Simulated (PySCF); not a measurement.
Two-photon absorption: 1-chloro-4-cyclopropylbenzene (SMILES Clc1ccc(C2CC2)cc1)

Geometry:
```json
{"atom": "Cl1", "x (Å)": "5.212", "y (Å)": "-0.173", "z (Å)": "0.205"}
{"atom": "C2", "x (Å)": "3.493", "y (Å)": "0.046", "z (Å)": "0.150"}
{"atom": "C3", "x (Å)": "2.953", "y (Å)": "1.325", "z (Å)": "0.248"}
{"atom": "C4", "x (Å)": "1.571", "y (Å)": "1.488", "z (Å)": "0.201"}
{"atom": "C5", "x (Å)": "0.708", "y (Å)": "0.395", "z (Å)": "0.058"}
{"atom": "C6", "x (Å)": "-0.761", "y (Å)": "0.614", "z (Å)": "0.012"}
{"atom": "C7", "x (Å)": "-1.652", "y (Å)": "-0.232", "z (Å)": "-0.862"}
{"atom": "C8", "x (Å)": "-1.720", "y (Å)": "-0.376", "z (Å)": "0.621"}
{"atom": "C9", "x (Å)": "1.281", "y (Å)": "-0.881", "z (Å)": "-0.038"}
{"atom": "C10", "x (Å)": "2.659", "y (Å)": "-1.062", "z (Å)": "0.006"}
{"atom": "H11", "x (Å)": "3.614", "y (Å)": "2.186", "z (Å)": "0.360"}
{"atom": "H12", "x (Å)": "1.151", "y (Å)": "2.494", "z (Å)": "0.279"}
{"atom": "H13", "x (Å)": "-1.045", "y (Å)": "1.667", "z (Å)": "0.102"}
{"atom": "H14", "x (Å)": "-2.477", "y (Å)": "0.264", "z (Å)": "-1.380"}
{"atom": "H15", "x (Å)": "-1.172", "y (Å)": "-1.026", "z (Å)": "-1.441"}
{"atom": "H16", "x (Å)": "-1.289", "y (Å)": "-1.271", "z (Å)": "1.079"}
{"atom": "H17", "x (Å)": "-2.593", "y (Å)": "0.018", "z (Å)": "1.148"}
{"atom": "H18", "x (Å)": "0.643", "y (Å)": "-1.762", "z (Å)": "-0.151"}
{"atom": "H19", "x (Å)": "3.094", "y (Å)": "-2.060", "z (Å)": "-0.070"}
```

Method: TDDFT CAM-B3LYP/aug-cc-pVDZ excited states, vertical, gas phase (PySCF 2.14.0). Geometry: PBE0-D3(BJ)/def2-SVP.

Q: How strongly do the lowest singlets absorb one photon, and two photons of half the energy?

A: δ for parallel linear polarisation; σ at the peak of a Lorentzian of half width 0.1 eV, single beam; Ω is circular over linear.
```csv
state,E (eV),f,photon λ (nm),δ (au),σ (GM),Ω,main
S1,5.06,0.012,490,0.97,0.01,0.42,"HOMO→LUMO+1 0.59, HOMO→LUMO+3 0.18"
S2,5.60,0.247,443,9.96,0.11,0.66,"HOMO→LUMO+3 0.61, HOMO→LUMO+1 0.23"
S3,5.94,0.004,417,3.86,0.05,1.50,"HOMO→LUMO 0.69, HOMO→LUMO+4 0.14"
S4,6.26,0.000,396,18.5,0.27,1.50,HOMO→LUMO+2 0.88
S5,6.43,0.001,385,47.8,0.72,1.50,"HOMO→LUMO+7 0.28, HOMO→LUMO+8 0.27"
S6,6.47,0.007,383,70.1,1.08,1.50,"HOMO→LUMO+4 0.47, HOMO→LUMO 0.18"
```

Among these, the strongest one-photon state is S2, the strongest two-photon state S6, with a dipole change of 7.6 D (relaxed, norm of the difference vector).
